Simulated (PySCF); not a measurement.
## Spectroscopy problems

[PySCF 2.14: geometry from GFN2-xTB; shieldings: GIAO PBE0/pcSseg-1; a single conformation; relativity neglected; gas phase; rapidly exchanging positions averaged]

Referencing at the same level of theory: TMS for ¹H, ¹³C. Splittings of carbon signals by F and P are missing where no couplings were computed. Where no couplings were computed, multiplicities follow the n + 1 count of equivalent neighbours, and m marks all less simple cases (inequivalent or close neighbours, rings, F or P nearby). Shifts are as computed. Against solution values, carbons near 30 ppm lie about +3 ppm off and those near 130 ppm about +5 ppm. Of 1211 compounds with measured shifts, 218 miss one by over three times the rms of a fit or turn the order of signals round; such compounds aren't used in these exercises.

(1) C7H7N3. ¹H NMR (600 MHz, computed): δ 7.99 (s, 1H), 7.13 (m, 1H), 6.17 (m, 1H), 5.74 (m, 1H), 5.15 (d, 2H), 1.83 (t, 1H). ¹³C{¹H} NMR (computed): δ 153.1 (C), 136.1 (CH), 135.6 (CH), 121.7 (CH2), 82.7 (C), 81.8 (CH), 45.6 (CH2). Identify the compound.

(2) C6HF3N2. ¹H NMR (400 MHz, computed): δ 2.34 (s, 1H). ¹³C{¹H} NMR (computed): δ 131.3 (C), 112.4 (C), 87.6 (CH), 71.7 (C), 33.4 (C). What is it?

## Answers

(1) SMILES C#CCn1ncc(C=C)n1. The formula gives 6 degrees of unsaturation (1 ring in the answer). 7 carbon signals for 7 carbons: no two carbons are equivalent. Carbon types of the structure: 2 × C, 3 × CH, 2 × CH2, which accounts for all hydrogens. δC 135.6: alkene CH; the olefinic region. δC 121.7: terminal =CH2 carbon; an sp2 carbon of a C=C bond. δC 82.7: alkyne carbon; the triple bond shields along its axis, which puts it between sp3 and sp2 carbons. δC 81.8: terminal alkyne carbon; the triple bond shields along its axis, which puts it between sp3 and sp2 carbons.

The shifts were computed for this structure.

(2) `C#CC(C#N)(C#N)C(F)(F)F`. The formula gives 6 degrees of unsaturation (no ring in the answer). 5 carbon signals for 6 carbons: some carbons are equivalent by symmetry or fast rotation. Carbon types of the structure: 5 × C, 1 × CH, which accounts for all hydrogens. δC 131.3: CF3 carbon; 3 electronegative neighbours deshield it. δC 112.4: nitrile carbon; this is the usual window of a C≡N carbon, which has no attached hydrogen. δC 87.6: terminal alkyne carbon; the triple bond shields along its axis, which puts it between sp3 and sp2 carbons. δC 71.7: alkyne carbon; the triple bond shields along its axis, which puts it between sp3 and sp2 carbons.

The shifts were computed for this structure.
